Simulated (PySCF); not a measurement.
H₄OSi₂, neutral, multiplicity 1.

```xyz
7

Si    -0.7228    -0.8645     0.0000
O      0.7683    -1.6315     0.0000
H      1.5711    -1.0802     0.0000
Si     0.1060     1.4512     0.0000
H      1.6156     1.4711     0.0000
H     -0.3490     2.2242    -1.2055
H     -0.3490     2.2242     1.2055
```

Coordinates come from a PBE-D3(BJ)/def2-TZVP optimisation. The values are those of a single conformer.

The numbers are results of B3LYP/pcSseg-2 run with PySCF, not measurements. Non-relativistic, no solvent.

Computed absolute GIAO shielding of each atom: isotropic value and principal components (ppm):
| atom | σ(iso) | σ11 | σ22 | σ33 | span |
|---|---|---|---|---|---|
| Si1 | -257.0 | -1197.0 | 178.0 | 248.1 | 1445.1 |
| O2 | -7.3 | -210.0 | -111.9 | 300.1 | 510.1 |
| H3 | 22.3 | 20.3 | 21.3 | 25.2 | 5.0 |
| Si4 | 418.1 | 367.3 | 428.8 | 458.2 | 90.9 |
| H5 | 28.7 | 27.0 | 27.2 | 31.9 | 4.9 |
| H6 | 27.8 | 25.5 | 26.8 | 31.2 | 5.7 |
| H7 | 27.8 | 25.5 | 26.8 | 31.2 | 5.7 |
